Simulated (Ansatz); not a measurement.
H₂ (SMILES [H][H]), singlet, geometry from GFN2-xTB.

Ansatz (a quantum-chemistry and plane-wave program) was given this input:
Ansatz 0.2 input:
```yaml
crystal:
  periodic: [false, false, false]
  atoms:
    - {symbol: H, position_ang: [-0.00000000, -0.00000000, -0.38834947]}
    - {symbol: H, position_ang: [0.00000000, 0.00000000, 0.38834947]}
basis:
  gaussian:
    orbitals: cc-pVDZ
magnetization: {spin_polarized: false}
correlation: {method: mp2}
```

Question: What is the computed number of basis functions (MP2/cc-pVDZ run with Ansatz)?

Answer: 10

Question: Give the MP2 correlation energy at the level MP2/cc-pVDZ.

Answer: -0.0267 Eh
